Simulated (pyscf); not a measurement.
Substitution at C: H₃C–Br (SMILES CBr) + F–C•(F)–F (SMILES F[C](F)F) -> H₃C–C(F)(F)–F (SMILES CC(F)(F)F) + Br• (SMILES [Br])

Gas phase, doublet surface, charge 0. Bonds broken: C1–Br2. Bonds formed: C1–C7. Optimised with ωB97X-D3(BJ)/def2-SVP in PySCF.

Transition state (Å):

```xyz
9

C      0.2618     0.2818    -0.2469
Br     1.6670     0.4870    -1.9099
H      0.6025     1.1813     0.2679
H     -0.6280     0.3306    -0.8762
H      0.6405    -0.6912     0.0691
F     -1.7494    -1.0204     1.1404
C     -1.0592     0.0887     1.3194
F     -0.3628     0.0318     2.4374
F     -1.8538     1.1406     1.3170
```

One imaginary mode, 884i cm⁻¹; descent along it reached the two sides named.

```csv
bond,change,reactant side (Å),saddle,product side
C1–Br2,breaks,1.928,2.187,3.4
C1–C7,forms,3.3,2.058,1.505
```

Electronic energies relative to the separated reactants (eV):

```json
[
 {"level": "ωB97X-D3(BJ)/def2-TZVP", "barrier": "0.77", "reaction energy": "-1.28", "reverse barrier": "2.05"},
 {"level": "PBE/def2-TZVP", "barrier": "0.46", "reaction energy": "-1.04", "reverse barrier": "1.51"},
 {"level": "r²SCAN/def2-TZVP", "barrier": "0.51", "reaction energy": "-1.11", "reverse barrier": "1.62"},
 {"level": "B3LYP-D3(BJ)/def2-TZVP", "barrier": "0.59", "reaction energy": "-1.22", "reverse barrier": "1.81"},
 {"level": "PBE0-D3(BJ)/def2-TZVP", "barrier": "0.62", "reaction energy": "-1.19", "reverse barrier": "1.81"},
 {"level": "M06-2X/def2-TZVP", "barrier": "0.68", "reaction energy": "-1.43", "reverse barrier": "2.11"},
 {"level": "ωB97M-D3(BJ)/def2-TZVP", "barrier": "0.72", "reaction energy": "-1.44", "reverse barrier": "2.15"},
 {"level": "HF/def2-TZVP", "barrier": "1.31", "reaction energy": "-1.50", "reverse barrier": "2.81"}
]
```

With ωB97M-D3(BJ)/def2-TZVP energies and thermal terms (ideal gas, 1 atm, RRHO with modes under 100 cm⁻¹ raised to 100, one conformer, R ln 2 for rigid chiral ones), in eV:

```json
[
 {"T (K)": "298", "ΔH‡": "0.73", "ΔG‡": "1.17", "ΔH": "-1.36", "ΔG": "-1.19"},
 {"T (K)": "600", "ΔH‡": "0.76", "ΔG‡": "1.60", "ΔH": "-1.34", "ΔG": "-1.03"},
 {"T (K)": "900", "ΔH‡": "0.79", "ΔG‡": "2.02", "ΔH": "-1.30", "ΔG": "-0.88"},
 {"T (K)": "1200", "ΔH‡": "0.82", "ΔG‡": "2.42", "ΔH": "-1.27", "ΔG": "-0.75"}
]
```

One saddle was located; it need not be the lowest between these sides. The angle at the attacked C is 180°. Left out: orbital degeneracy and the spin-orbit lowering of Br, which is large for Br, Se, Te and I. Elements up to Kr have no core potential and no relativistic terms here.
